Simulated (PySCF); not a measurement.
Gas-phase reaction: Ti(OH)4 + 4 HCl ⇌ TiCl4.H2O + 3 H2O, at 500 K and a standard pressure of 1 bar. Level: PBE/def2-TZVP†.

Method: PySCF energies plus ideal-gas RRHO corrections (1 bar). † marks an energy on the PBE0/def2-TZVP geometry and frequencies. All species are closed-shell singlets. Adducts (TiCl4.H2O) have no counterpoise correction, and HF, PBE, BLYP, B3LYP and PBE0 lack dispersion. Ti(OH)4, TiCl4.H2O: computed as isolated molecules; such fragments, hydroxides, amides, oligomers or adducts are transient or little studied in the gas. The harmonic model lacks anharmonicity and excited electronic states, which grow with temperature; levels with a mode under 35 cm⁻¹ are left out. Soft modes under 120 cm⁻¹ make the harmonic entropy rough for TiCl4.H2O.

```tsv
species	E (Ha)	H(500 K) − E (kJ/mol)	S°(500 K) (J/mol/K)
Ti(OH)4	-1152.61399	191.2	442.8
HCl	-460.62636	32.5	201.9
TiCl4.H2O	-2766.03785	139.2	501.4
H2O	-76.37666	73.2	206.3
```
E: electronic energy; H − E holds the zero-point and thermal terms. 1 Ha = 2625.5 kJ/mol.

Work out ΔH°, ΔS°, ΔG° and log10 K from these numbers.

1. ΔE = 1×(-2766.03785) + 3×(-76.37666) − 1×(-1152.61399) − 4×(-460.62636) = -0.04840 Ha = -127.1 kJ.
2. Δ(H − E) = 1×(139.2) + 3×(73.2) − 1×(191.2) − 4×(32.5) = 37.6 kJ, so ΔH° = -89.5 kJ.
3. ΔS° = 1×(501.4) + 3×(206.3) − 1×(442.8) − 4×(201.9) = -130.1 J/K; the number of gas molecules changes by -1.
4. ΔG° = ΔH° − TΔS° = -89.5 − 500×(-130.1)/1000 = -24.5 kJ.
5. log10 K = −ΔG°/(RT ln 10) = 2.56, with RT ln 10 = 9.57 kJ/mol; at standard pressures the products are favoured.
6. A shift of 10 kJ in ΔE would move log10 K by 1.04 here.
7. With ΔH° and ΔS° held fixed, ΔG° changes sign near ΔH°/ΔS° = 690 K.
8. Lowering the total pressure from 1 bar to 0.01 bar multiplies the mole-fraction quotient K_x = K (p/p°)^(−Δn) by 10^-2, which pushes the balance towards the reactants.
For scale, ΔH°(298 K) is -86 kJ at this level, -84 kJ at ωB97M-V/def2-TZVP†, and runs from -232 to 1 kJ over the 19 levels computed.
